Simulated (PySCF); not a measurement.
Dipole moment and polarisability of `C=C[C@H]1C[P@@H](=O)C1`

C5H9OP.
Structure used (GFN2-xTB), in Å, numbered top down from 1:
```
atom  x, y, z in Å
C1     2.6527   -0.2078   -0.1500
C2     1.4304   -0.4943    0.2583
C3     0.2017    0.2161   -0.1953
C4    -0.8832   -0.7010   -0.8153
P5    -2.1844    0.2849    0.0369
O6    -3.3349   -0.3284    0.6985
C7    -0.6685    0.7986    0.9475
H8     2.8440    0.5831   -0.8566
H9     3.5134   -0.7495    0.2019
H10    1.2617   -1.2942    0.9685
H11    0.4676    1.0052   -0.9015
H12   -0.8564   -1.7028   -0.3812
H13   -0.8706   -0.7839   -1.8988
H14   -2.5009    1.3384   -0.8196
H15   -0.4956    1.8434    1.1916
H16   -0.5845    0.2012    1.8579
```

Level: PBE0/def2-SVPD (PySCF), static field, nuclei fixed, core orbitals frozen in the response. The polarisability tensor in these axes (au):

```
x   110.70  -0.64  -4.57
y    -0.64  70.87  -0.49
z    -4.57  -0.49  71.26
```

Diagonalise the tensor; give its mean and Δα, where Δα² is half the sum of the squared differences of the eigenvalues.

Principal values 70.24, 71.36 and 111.23 au; mean 84.28 au = 12.49 Å³ = 13.90 × 10⁻⁴⁰ C²·m²/J; Δα = 40.44 au (48 % of the mean).

What is the dipole moment, and where does it point?

(3.73, 1.32, -1.58) D, 4.26 D in size, pointing from the negative to the positive side. Measured along this direction, the outermost atoms are O6 at the negative end and H8 at the positive end.

What depolarisation ratio follows for Rayleigh scattering of linearly polarised light, taking the static tensor?

ρ = 3Δα²/(45ᾱ² + 4Δα²) = 4906.0/(319628 + 6541.3) = 0.015.

Find the Langevin capture rate constant for H3O+ (19.018 u) meeting this molecule (116.039 u), k = 2.342 × 10⁻⁹ cm³/s × √(α in Å³ / reduced mass in u).

The reduced mass is 16.34 u, so k = 2.05 × 10⁻⁹ cm³/s. The formula leaves out the permanent dipole, which adds to the capture rate.

What are the principal values of the traceless quadrupole moment, Θ = ½Σq(3rr − r²1), about the centre of nuclear charge?

-16.80, 6.00, 10.80 D·Å. The values depend on the origin, since the dipole doesn't vanish. The electronic extent ⟨r²⟩ about the same centre is 1103 bohr², a root-mean-square distance of 2.23 Å for the 62 electrons.

Estimate the molar refractivity from the static electronic polarisability.

Lorentz–Lorenz: R = (4π/3)N_A α = 2.5225 cm³/(mol·Å³) × 12.49 Å³ = 31.5 cm³/mol, in the limit of long wavelengths.

Isolated species at its GFN2-xTB geometry (one conformer only).
